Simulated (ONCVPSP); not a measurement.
**Ba (Z = 56), ONCV: configuration errors across variants**

* Element: barium
* Generator: ONCVPSP 4.0.1
* Type: optimised norm-conserving Vanderbilt (ONCV)
* Functional: PBE
* Relativity: scalar-relativistic
* Frozen core: [Kr] 4d10
* Valence charge: 10
* Reference configuration: 5s2 5p6 6s2
* Partial waves: 5s+6s: rc 3.05 bohr, ncon 3, nbas 6, qcut 3.6 1/bohr, 2 projectors; 5p: rc 2.70 bohr, ncon 4, nbas 8, qcut 6.3 1/bohr, 2 projectors, debl 2.3 Ha; d scattering state at 0.41 Ha: rc 3.20 bohr, ncon 4, nbas 8, qcut 2.8 1/bohr, 2 projectors, debl 2.5 Ha
* Local potential: polynomial inside 2.15 bohr (lpopt 5, dvloc0 0 Ha)
* Core correction: polynomial model core, fcfact 0.2

In the d channel the program set the typed energies aside and used 0.050, 2.550 Ha.

All-electron excitation energies from the reference (eV): (1) 5s2 5p6 6s1 5.362; (2) 5s2 5p6 6s0 15.344; (3) 5s2 5p6 6s1.5 2.136; (4) 5s1 5p6 6s2 38.799.

A true bound ghost makes a file unfit for plane-wave use even where its test errors are small: the radial tests pick states by their node count and pass the ghost by.

Errors AE − PS in meV (a dash: test not solved or not reliable):

```tsv
change	(1)	(2)	(3)	(4)	bound ghosts	GHOST(+) flags above zero
base	-1.0	-6.7	-0.3	-367	none	d
local potential polynomial inside 2.15 bohr (lpopt 5, dvloc0 -2.5 Ha)	-0.9	-6.5	-0.2	-340	d	s
local potential polynomial inside 2.15 bohr (lpopt 5, dvloc0 -1 Ha)	-1.0	-6.6	-0.3	-362	none	s, d
local potential polynomial inside 2.15 bohr (lpopt 5, dvloc0 2 Ha)	-0.9	-6.6	-0.2	-365	none	none
local potential polynomial inside 2.15 bohr (lpopt 5, dvloc0 2.5 Ha)	-1.0	-6.7	-0.3	-370	none	none
local potential polynomial inside 2.15 bohr (lpopt 5, dvloc0 4 Ha)	-1.0	-6.7	-0.3	-376	none	none
local potential polynomial inside 2.15 bohr (lpopt 5, dvloc0 7 Ha)	-1.1	-6.8	-0.3	-381	none	none
local potential polynomial inside 2.15 bohr (lpopt 5, dvloc0 8 Ha)	-1.1	-6.8	-0.3	-384	none	none
local potential polynomial inside 2.15 bohr (lpopt 5, dvloc0 9 Ha)	-1.1	-6.9	-0.3	-386	none	s
```

Problem. Give the same row for: local potential polynomial inside 2.15 bohr (lpopt 5, dvloc0 5 Ha).

Solution. -1.1, -6.8, -0.3, -378; bound ghosts: p; GHOST(+) flags above zero: none.
